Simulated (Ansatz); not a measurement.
Total energies of (HZn-mu-OH)2 (Zn2O2H4) from Ansatz at PBE0-D4/def2-TZVP, gas phase (1 Eh = 27.2114 eV = 2625.5 kJ/mol). The reference geometry is relaxed at r2SCAN-D4/def2-SVP.

| state | geometry | energy (Eh) |
| --- | --- | --- |
| charge 0 singlet | reference | -3711.12169 |
| charge 1 doublet | reference | -3710.76090 |
| charge 1 doublet | relaxed at r2SCAN-D4/def2-SVP | -3710.76472 |
| free Zn atom (singlet) | – | -1779.14424 |
| free H atom (doublet) | – | -0.50104 |
| free O atom (triplet) | – | -75.01860 |

Problem. Work out the vertical ionisation energy to the doublet.

Solution. E(charge 1 doublet) − E(charge 0 singlet) = -3710.76090 − (-3711.12169) = 0.36079 Eh = 9.82 eV. For comparison, −ε of the highest occupied level is 7.83 eV at this level, 1.99 eV less.

Problem. How much does the charge 1 doublet relax, and what is the adiabatic ionisation energy?

Solution. Relaxation: -3710.76090 − (-3710.76472) = 0.00382 Eh = 0.10 eV. Adiabatic ionisation energy: 0.35697 Eh = 9.71 eV, without zero-point energy. 

Problem. What is the binding energy per atom against free atoms?

Solution. Atoms: 2 × (-1779.14424) + 4 × (-0.50104) + 2 × (-75.01860) = -3710.32984 Eh. Binding: -3710.32984 − (-3711.12169) = 0.79185 Eh = 21.55 eV, or 2.69 eV for each of 8 atoms (no zero-point energy, no counterpoise term).
